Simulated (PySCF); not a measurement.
## 17O chemical shifts

[PySCF 2.14: GIAO PBE0/pcSseg-1 shieldings; coordinates at the GFN2-xTB level; one conformer; in vacuum; rapidly exchanging positions averaged; no relativistic terms]

Shieldings were converted by a linear fit to measured shifts: 17O: δ = 266.70 − 0.911σ (rms 10.7 ppm, 155 shifts, 12.2 ppm with the 3 outliers that the fit left out vs liquid water, solution or neat liquid). A few per cent of atoms miss by over 2 rms, more outside the fitted compound classes.

Question: Give the 17O shifts of `[SiH3]O[Si@@H]1OC[SiH2]O1`, `CSCC#C[Si@@H](O)SC`, `CO[SiH]1O[SiH2][SiH2]O1`, `[H]/N=C\[SiH2]NC=O`, `CC[C@@H](N)C[SiH2]O`, `O=C(O)C#CCN([SiH3])[SiH3]`, `CC[C@H](CN)[SiH2]O`.

Answer: 
```
                                                    compound                                             environment  δ (ppm)
           [SiH3:1][O:2][Si@@H:3]1[O:4][CH2:5][SiH2:6][O:7]1         O7: oxygen bonded to 2 Si, in a 5-membered ring     19.5
           [SiH3:1][O:2][Si@@H:3]1[O:4][CH2:5][SiH2:6][O:7]1                               O2: oxygen bonded to 2 Si      8.5
           [SiH3:1][O:2][Si@@H:3]1[O:4][CH2:5][SiH2:6][O:7]1        O4: oxygen bonded to C, Si, in a 5-membered ring     -8.1
                                          CSCC#C[Si@@H](O)SC                                  oxygen bonded to Si, H     -7.1
             [CH3:1][O:2][SiH:3]1[O:4][SiH2:5][SiH2:6][O:7]1  O4/7: oxygen bonded to 2 Si, in a 5-membered ring (×2)     11.8
             [CH3:1][O:2][SiH:3]1[O:4][SiH2:5][SiH2:6][O:7]1                              O2: oxygen bonded to C, Si     -3.0
                                          [H]/N=C\[SiH2]NC=O                              amide-type carbonyl oxygen    352.8
                                         CC[C@@H](N)C[SiH2]O                                  oxygen bonded to Si, H    -26.8
[O:1]=[C:2]([OH:3])[C:4]#[C:5][CH2:6][N:7]([SiH3:8])[SiH3:9]                                     O1: carbonyl oxygen    380.0
[O:1]=[C:2]([OH:3])[C:4]#[C:5][CH2:6][N:7]([SiH3:8])[SiH3:9]                                O3: acid hydroxyl oxygen    159.0
                                          CC[C@H](CN)[SiH2]O                                  oxygen bonded to Si, H    -15.5
```

In solution the two oxygens of a carboxylic acid give one averaged line by proton exchange, and hydrogen bonding shields acid and N–H amide carbonyl oxygens by tens of ppm; neither is in these numbers.
